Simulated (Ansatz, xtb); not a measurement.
**Ranking isomers of C5H5NS**

10 gas-phase structures of C5H5NS, from a drawn sample of its isomers (lower ones may exist). Each was relaxed with GFN2-xTB:

A. `C=C/C=C(\S)C#N`, a singlet
B. `N#C/C=C\C=C\S`, a singlet
C. `C=C/C=C(/S)C#N`, a singlet
D. `C=C(C#N)/C=C/S`, a singlet
E. `C=C(C#N)/C=C\S`, a singlet
F. `N#C/C=C/C=C\S`, a singlet
G. `C=C/C(C#N)=C\S`, a singlet
H. `N#C/C=C\C=C/S`, a singlet
I. `C=C/C(C#N)=C/S`, a singlet
J. `N#C/C=C/C=C/S`, a singlet

Problem. Estimate their order in r2SCAN-D4/def2-SVP energy at these geometries, lowest first.

Solution. Calculated order at r2SCAN-D4/def2-SVP: J (0.0), B (0.1), H (0.5), F (0.9), I (1.5), G (3.4), D (4.1), A (4.6), C (4.7), E (5.7) kcal/mol. Less than 1 kcal/mol parts J and B; B and H; H and F; F and I; G and D; D and A; A and C; C and E, so the order within those pairs means little.

Energies above the lowest of each column, in kcal/mol; the last columns are at PBE0-D3(BJ)/def2-SVP geometries and were run for some of them only (a dash: not run or not comparable):

```json
{"structure": "J", "GFN2-xTB": "0.0", "HF/STO-3G": "0.0", "r2SCAN-D4/def2-SVP": "0.0", "PBE0-D3(BJ)/def2-SVP": "0.0", "CCSD(T)/def2-SVP + ΔMP2/def2-TZVPP": "0.7"}
{"structure": "B", "GFN2-xTB": "1.9", "HF/STO-3G": "1.1", "r2SCAN-D4/def2-SVP": "0.1", "PBE0-D3(BJ)/def2-SVP": "0.2", "CCSD(T)/def2-SVP + ΔMP2/def2-TZVPP": "0.6"}
{"structure": "H", "GFN2-xTB": "2.0", "HF/STO-3G": "1.6", "r2SCAN-D4/def2-SVP": "0.5", "PBE0-D3(BJ)/def2-SVP": "0.4", "CCSD(T)/def2-SVP + ΔMP2/def2-TZVPP": "0.7"}
{"structure": "F", "GFN2-xTB": "2.2", "HF/STO-3G": "1.5", "r2SCAN-D4/def2-SVP": "0.9", "PBE0-D3(BJ)/def2-SVP": "0.9", "CCSD(T)/def2-SVP + ΔMP2/def2-TZVPP": "1.3"}
{"structure": "I", "GFN2-xTB": "2.1", "HF/STO-3G": "1.6", "r2SCAN-D4/def2-SVP": "1.5", "PBE0-D3(BJ)/def2-SVP": "0.9", "CCSD(T)/def2-SVP + ΔMP2/def2-TZVPP": "0.0"}
{"structure": "G", "GFN2-xTB": "4.1", "HF/STO-3G": "2.3", "r2SCAN-D4/def2-SVP": "3.4", "PBE0-D3(BJ)/def2-SVP": "2.9", "CCSD(T)/def2-SVP + ΔMP2/def2-TZVPP": "1.6"}
{"structure": "D", "GFN2-xTB": "3.2", "HF/STO-3G": "2.4", "r2SCAN-D4/def2-SVP": "4.1", "PBE0-D3(BJ)/def2-SVP": "–", "CCSD(T)/def2-SVP + ΔMP2/def2-TZVPP": "–"}
{"structure": "A", "GFN2-xTB": "4.0", "HF/STO-3G": "4.0", "r2SCAN-D4/def2-SVP": "4.6", "PBE0-D3(BJ)/def2-SVP": "–", "CCSD(T)/def2-SVP + ΔMP2/def2-TZVPP": "–"}
{"structure": "C", "GFN2-xTB": "3.9", "HF/STO-3G": "3.7", "r2SCAN-D4/def2-SVP": "4.7", "PBE0-D3(BJ)/def2-SVP": "–", "CCSD(T)/def2-SVP + ΔMP2/def2-TZVPP": "–"}
{"structure": "E", "GFN2-xTB": "5.4", "HF/STO-3G": "8.0", "r2SCAN-D4/def2-SVP": "5.7", "PBE0-D3(BJ)/def2-SVP": "–", "CCSD(T)/def2-SVP + ΔMP2/def2-TZVPP": "–"}
```

CCSD(T)/def2-SVP + ΔMP2/def2-TZVPP has B and H and I and J within 1 kcal/mol of each other at the bottom, and every level picks one of them. CCSD(T)/def2-SVP + ΔMP2/def2-TZVPP orders those it was run on as I (0.0), B (0.6), H (0.7), J (0.7), F (1.3), G (1.6) kcal/mol. Less than 1 kcal/mol parts I and B; B and H; H and J; J and F; F and G, so the order within those pairs means little. Flexible structures stand in one conformer each, not always the lowest. Frequencies (GFN2-xTB) were run for B, F, G, H, I, J alone. ΔMP2 is the change of the MP2 energy from the smaller to the larger basis.

Over these structures GFN2-xTB departs from r2SCAN-D4/def2-SVP by 0.8 kcal/mol on average once a common shift is removed. A GFN2-xTB relaxation took about 0.25 s and the r2SCAN-D4/def2-SVP energy about 4.8 s on a shared host (Ansatz 0.2.0, xtb 6.7.1).
